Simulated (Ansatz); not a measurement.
`BCCCl` + `CCN[SiH3]` → `BN([SiH3])CC` + `CCCl`  (ligand exchange at a B–C bond)

Gas-phase electronic energies from Ansatz, PBE0-D4/def2-TZVP geometries. CBS: MP2 limit from def2 TZ/QZ plus the TZ coupled-cluster correction, frozen cores. DFT in def2-TZVPP. B3LYP here is the variant with VWN-RPA as its local correlation; programs differ in this. One conformer a species, not always the lowest.

```json
{"level": "revPBE", "ΔE (kJ/mol)": "-139.9"}
{"level": "B3LYP", "ΔE (kJ/mol)": "-143.7"}
{"level": "HF/def2-SVP", "ΔE (kJ/mol)": "-137.9"}
{"level": "CCSD/def2-TZVPP", "ΔE (kJ/mol)": "-146.4"}
{"level": "CCSD(T)/def2-TZVPP", "ΔE (kJ/mol)": "-149.9"}
{"level": "HF/def2-QZVPP", "ΔE (kJ/mol)": "-134.6"}
{"level": "MP2/def2-QZVPP", "ΔE (kJ/mol)": "-150.6"}
{"level": "CCSD/CBS(def2)", "ΔE (kJ/mol)": "-144.5"}
```

(1) What does CCSD(T)/CBS give? (Estimate.)

Largest T1 diagnostic among the species: 0.012.

Results:

(1) The calculation gave: -148.0 kJ/mol. The listed levels differ from it by 8.1, 4.3, 10.1, 1.6, -1.9, 13.4, -2.6, 3.5 kJ/mol.

The D4 term adds −4.7 kJ/mol with B3LYP and −2.6 kJ/mol with PBE0; it sums over pairs of atoms, weighted by their polarisabilities, and B3LYP, whose exchange is more repulsive, gets the larger term. In def2-TZVPP, CCSD(T) changes the Hartree–Fock value by −15.4 kJ/mol (the triples alone add −3.5 kJ/mol) and MP2 by −17.2 kJ/mol. At CCSD(T), def2-SVP lies −11.9 kJ/mol from the extrapolated value and def2-TZVPP −1.9 kJ/mol.
